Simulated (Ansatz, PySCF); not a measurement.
Process, species as SMILES: COB(Cl)Cl [dichloro(methoxy)borane] -> CO[B]Cl + Cl atom (the B-Cl bond at the site shown breaks; other sites are not compared here)
Structures are relaxed separately at B3LYP-D3(BJ)/def2-TZVP in Ansatz (a program for electronic structure), one conformer each, not searched for the lowest. Frequencies are from Ansatz.

Wanted: bond dissociation energy (enthalpy at 298 K, with B3LYP-D3(BJ) rigid-rotor harmonic-oscillator terms), in kcal/mol. Valence correlation only, unless marked. Open shells are spin-unrestricted. No spin-orbit coupling. No relativistic terms. CBS(X,Y): correlation extrapolated as X^-3; Hartree-Fock from the larger set. The bracket is a focal-point correction in the basis named.

RI-MP2/CBS(cc-pV(T+d)Z,cc-pV(Q+d)Z)+[CCSD(T)-MP2]/cc-pV(T+d)Z (Ansatz) gives 121.8 kcal/mol.

Another calculation gave 117.5 kcal/mol. Which level was it?
A) r2SCAN/def2-TZVPD (Ansatz)
B) revPBE/def2-TZVPD (Ansatz)
C) HF/def2-TZVPD (PySCF)
D) SVWN5/def2-TZVPD (Ansatz)

A, r2SCAN/def2-TZVPD (Ansatz). The others give 136.0 (SVWN5), 113.1 (revPBE), 89.9 (HF) kcal/mol.
